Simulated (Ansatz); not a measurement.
Coupled-cluster diagnostics for the cluster Al₃Ga⁻, Ansatz.

Geometry of the doublet (PBE0-D4/def2-SVPD):

```
atom    x (Å)    y (Å)    z (Å)
 Al1   1.0748   0.8781   1.4467
 Al2   0.5853   0.9876  -1.0594
 Al3  -1.0918  -0.9080  -1.4152
 Ga4  -0.5683  -0.9577   1.0279
```

Correlated methods freeze 24 core orbitals; core or outer-core shells of Ga are correlated, in sets that lack core-valence functions. The structure comes from a short search, and lower isomers may exist.

**Question.** Estimate the CCSD(T) correlation energy, the shares of MP2 and (T), T1 and the reference's ⟨S²⟩ for: charge -1, doublet, own geometry in def2-TZVPD; and the rough time on 2 threads of Arm Neoverse V2 on a shared host.

**Answer.** 
```json
{"state": "charge -1, doublet, own geometry", "basis": "def2-TZVPD", "correlation (eV)": "-13.378", "MP2 share (%)": "84.9", "(T) share (%)": "8.7", "T1": "0.087", "⟨S²⟩ (pure)": "1.93 (0.75)", "wall time": "3 min", "remarks": "large T1, spin-contaminated"}
```
Customary marks for T1 are 0.02 (closed shells), 0.045 (open shells) and about 0.05 (3d metals). T1 exceeds 0.02 in 1 of 1 rows and 0.045 in 1; the higher it lies, the less the single-reference result can be trusted.
